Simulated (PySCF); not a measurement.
Pt(Cl)(CO)2 (C₂ClO₂Pt), SMILES [O+]#[C-]->[Pt+]([Cl])<-[C-]#[O+], charge +1, multiplicity 1.

The structure is a stationary point at PBE0-D3(BJ)/def2-SVP. A frequency run showed that this geometry is not a minimum. The spin state was assumed, not searched. The isomer is the one that the SMILES or the coordinates give; other isomers of the formula were not compared. The def2 effective core potentials stand for the cores of Pt; spin–orbit coupling is left out.

Method: PBE0-D3(BJ)/def2-SVP (PySCF 2.14.0).

Frequencies are harmonic and unscaled.

Question: Give all harmonic wavenumbers and intensities. (An estimate is asked for; the answer gives what the named calculation found.)

Answer: 
```
mode  ν (cm⁻¹)  IR (km/mol)  moving atoms (share of kinetic energy)
----  --------  -----------  --------------------------------------
1          57i          0.4                Cl 53 %, O 22 %, Pt 16 %
2           99          0.0                O 37 %, Cl 35 %, Pt 27 %
3          106          0.1                                  O 86 %
4          365          1.7                          C 75 %, O 24 %
5          381          0.0                          C 78 %, O 22 %
6          423         19.2                                 Cl 81 %
7          457         18.9                          C 80 %, O 15 %
8          469         46.9                 O 50 %, C 34 %, Pt 15 %
9          483          4.1                 O 45 %, C 37 %, Pt 13 %
10         583         28.1                          C 82 %, O 12 %
11        2292        548.0                          C 59 %, O 41 %
12        2333        276.2                          C 61 %, O 39 %
```
